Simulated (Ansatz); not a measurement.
**Cost against result**

Saddle point of AlNH6O3, singlet (AlNH₄O₂ ([NH2][Al]([OH])[OH]) + H₂O → AlH₃O₃ ([OH][Al]([OH])[OH]) + NH₃ (still joined by a long Al–N bond); bonds formed: N2–H5; dative contacts that become bonds: Al1–O6; bonds broken: H5–O6; bonds weakened to dative contacts: Al1–N2), PBE0-D4/def2-TZVP structure:

Al1  (-0.424, 0.234, -0.215)
N2  (1.428, 0.373, 0.124)
O3  (-0.989, 0.176, -1.820)
O4  (-1.328, 1.074, 0.966)
H5  (0.940, -0.930, 0.567)
O6  (-0.021, -1.501, 0.484)
H7  (1.732, 1.026, 0.834)
H8  (2.098, 0.393, -0.632)
H9  (-0.868, -0.566, -2.406)
H10  (-2.174, 1.466, 0.763)
H11  (-0.395, -1.744, 1.335)
(Å)

Barriers are electronic and count from the start structure reached by relaxing down the imaginary mode.

Ansatz 0.2.0; basis: as named in each row; cores frozen in the correlated methods. B3LYP uses VWN-RPA correlation. Extrapolation: Hartree–Fock as exp(−7.88 √X), correlation as X^−2.97.

Times are rough, for one single point on 8 threads of a shared host (Arm Neoverse V1).

The estimate by CCSD(T) at an estimated basis limit (MP2 extrapolated from triple and quadruple zeta, plus CCSD(T) − MP2 in triple zeta) is 0.213 eV.

```tsv
method	basis	time (s)	barrier (eV)	method less estimate
HF	STO-3G	under 1	0.132	-0.081
PBE-D4	STO-3G	under 1	-0.756	-0.969
SPW92	def2-SVP	under 1	-0.189	-0.402
B3LYP-D4	6-31G	under 1	-0.032	-0.245
PBE-D4	def2-SVP	under 1	-0.056	-0.269
PBE0-D4	def2-SVP	under 1	0.028	-0.185
SPW92	def2-TZVPP	under 1	-0.087	-0.300
PBE-D4	def2-TZVPP	1	0.031	-0.182
BLYP-D4	def2-TZVPP	1	0.092	-0.121
B3LYP-D4	def2-TZVPP	2	0.141	-0.072
BHLYP-D4	def2-TZVPP	2	0.231	0.019
PBE0-D4	def2-TZVPP	2	0.101	-0.112
CAM-B3LYP-D4	def2-TZVPP	2	0.146	-0.067
wB97M-V	def2-SVP	2	0.098	-0.115
r2SCAN-D4	def2-TZVPP	3	0.081	-0.132
r2SCAN0-D4	def2-TZVPP	3	0.133	-0.080
B2PLYP	def2-TZVPP	3	0.160	-0.053
PBE-QIDH	def2-TZVPP	3	0.150	-0.063
CCSD(T)	def2-SVP	3	0.144	-0.069
RPA on PBE	def2-TZVPP	4	0.175	-0.038
wB97X-V	def2-TZVPP	4	0.164	-0.049
B97M-V	def2-TZVPP	5	0.208	-0.005
wB97M-V	def2-TZVPP	5	0.183	-0.030
MP2	def2-QZVPP	13	0.166	-0.047
CCSD(T)	def2-TZVPP	100	0.190	-0.023
```

All methods are single points on the PBE0-D4 structures; a negative value means that the method puts the saddle structure below the start.

The T1 diagnostic stays at or below 0.012.

The step is the kind of ligand exchange by which a precursor binds to a hydroxyl group, or is hydrolysed, in atomic layer deposition of oxides.

Labels in which every atom is bracketed show which atoms are joined, not bond orders.
